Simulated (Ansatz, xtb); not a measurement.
F2H4Si3: which of two structures lies lower

Structure X is a singlet given by its coordinates and structure Y is `F[Si][SiH2][SiH2]F`, a singlet. Both are isolated molecules in the gas phase, relaxed with B3LYP-D3(BJ)/def2-SVP; the shapes shown needn't be the lowest conformers.

X (Å):

```xyz
9

F    -3.2162    0.6516    1.0463
F     1.2912    1.2066    0.5730
Si   -2.3823    0.7638    2.4386
Si   -0.9433    2.3956    2.7594
Si    0.3246    2.5060    0.7976
H    -3.1919    0.0337    3.4566
H    -0.1503    1.9169    3.9393
H     1.2109    3.7029    0.8197
H    -0.6196    2.5896   -0.3507
```

Close contacts (Å): F1–Si3 1.63, F2–Si5 1.63, Si3–Si4 2.20, Si4–Si5 2.34, Si3–H6 1.49, Si4–H7 1.50, Si5–H8 1.49, Si5–H9 1.49.

Y (Å):

```xyz
9

F    -1.9944   -0.3814    0.9987
F    -1.0410    2.0334   -0.0416
Si   -2.8430    1.0305    1.1539
Si   -1.3092    1.8479    2.9311
Si    0.1410    2.2835    1.1502
H    -0.7440    0.8392    3.8754
H    -1.6392    3.1103    3.6592
H     1.2238    1.3033    0.8691
H     0.6443    3.6639    0.9085
```

Task: Which of the two would you expect CCSD(T)/def2-SVP + ΔMP2/def2-TZVPP electronic energies to favour?

Result: Not settled: CCSD(T)/def2-SVP + ΔMP2/def2-TZVPP gives E(Y) − E(X) = +2.8 kcal/mol, but this leans on the basis-set step: CCSD(T) alone gives −2.0 kcal/mol.

Level by level:

```json
{"level": "B3LYP-D3(BJ)/def2-SVP", "geometry": "B3LYP-D3(BJ)/def2-SVP", "E(Y) − E(X) (kcal/mol)": "−3.3", "departure from the last row (kcal/mol)": "−6.1", "job, with rough time for the two": "optimisation, 2.7 min"}
{"level": "HF/def2-SVP", "geometry": "B3LYP-D3(BJ)/def2-SVP", "E(Y) − E(X) (kcal/mol)": "−7.3", "departure from the last row (kcal/mol)": "−10.1", "job, with rough time for the two": "part of the CCSD(T) run"}
{"level": "MP2/def2-SVP", "geometry": "B3LYP-D3(BJ)/def2-SVP", "E(Y) − E(X) (kcal/mol)": "−0.5", "departure from the last row (kcal/mol)": "−3.3", "job, with rough time for the two": "part of the CCSD(T) run"}
{"level": "CCSD(T)/def2-SVP", "geometry": "B3LYP-D3(BJ)/def2-SVP", "E(Y) − E(X) (kcal/mol)": "−2.0", "departure from the last row (kcal/mol)": "−4.9", "job, with rough time for the two": "single point"}
{"level": "CCSD(T)/def2-SVP + ΔMP2/def2-TZVPP", "geometry": "B3LYP-D3(BJ)/def2-SVP", "E(Y) − E(X) (kcal/mol)": "+2.8", "departure from the last row (kcal/mol)": "", "job, with rough time for the two": "single point, 30 s"}
```

B3LYP-D3(BJ)/def2-SVP, HF/def2-SVP, MP2/def2-SVP, CCSD(T)/def2-SVP put the two in the other order. The largest departure from CCSD(T)/def2-SVP + ΔMP2/def2-TZVPP is that of HF/def2-SVP, 10.1 kcal/mol. Levels run at GFN2-xTB geometries aren't shown. The last row adds to CCSD(T) the change of the MP2 difference between the two basis sets, here +4.9 kcal/mol, a large step that makes the value less sure.

With harmonic frequencies from B3LYP-D3(BJ)/def2-SVP (ideal gas, rigid rotor, one conformer each, 400 K, 1 atm): on the last row, ΔE + ΔZPE = +2.6 kcal/mol. A mode under 50 cm⁻¹ makes harmonic enthalpies and free energies unreliable, so none is given.

The correlated steps freeze 17 core orbitals. Run with Ansatz 0.2.0; the last row on 2 threads of AMD EPYC 7R43 64-Core Processor (Zen 3) on a shared host.
